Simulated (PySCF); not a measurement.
methylcyclobutane (C5H10), SMILES CC1CCC1. Atoms are numbered in the order given.

```xyz
15

C      1.9181     0.1454     0.0000
C      0.5067    -0.4146     0.0000
C     -0.4997     0.0653    -1.0811
C     -1.6092     0.0665     0.0000
C     -0.4997     0.0653     1.0811
H      2.4808    -0.1821    -0.8902
H      1.9037     1.2485     0.0000
H      2.4808    -0.1821     0.8902
H      0.5436    -1.5180     0.0000
H     -0.6419    -0.5691    -1.9699
H     -0.2597     1.0873    -1.4184
H     -2.1810    -0.8748     0.0000
H     -2.3224     0.9048     0.0000
H     -0.2597     1.0873     1.4184
H     -0.6419    -0.5691     1.9699
```

Geometry: B3LYP-D3(BJ)/def2-SVP.

These are PBE/def2-TZVP (PySCF) values and carry that method's errors.

Symmetry labels are those of the subgroup Cs that the program uses (full group Cs).

Q: List the valence orbital energies around the gap with their symmetry. (The exact figures need the calculation; the answer reports its results.)

A: 
```json
[
 {"orbital": "HOMO−7", "symmetry": "A\"", "energy (eV)": "-9.99"},
 {"orbital": "HOMO−6", "symmetry": "A'", "energy (eV)": "-9.81"},
 {"orbital": "HOMO−5", "symmetry": "A\"", "energy (eV)": "-9.12"},
 {"orbital": "HOMO−4", "symmetry": "A'", "energy (eV)": "-8.51"},
 {"orbital": "HOMO−3", "symmetry": "A\"", "energy (eV)": "-8.01"},
 {"orbital": "HOMO−2", "symmetry": "A'", "energy (eV)": "-7.35"},
 {"orbital": "HOMO−1", "symmetry": "A\"", "energy (eV)": "-7.03"},
 {"orbital": "HOMO", "symmetry": "A'", "energy (eV)": "-6.97"},
 {"orbital": "LUMO", "symmetry": "A'", "energy (eV)": "0.49"},
 {"orbital": "LUMO+1", "symmetry": "A'", "energy (eV)": "0.97"},
 {"orbital": "LUMO+2", "symmetry": "A'", "energy (eV)": "1.01"},
 {"orbital": "LUMO+3", "symmetry": "A\"", "energy (eV)": "1.51"}
]
```
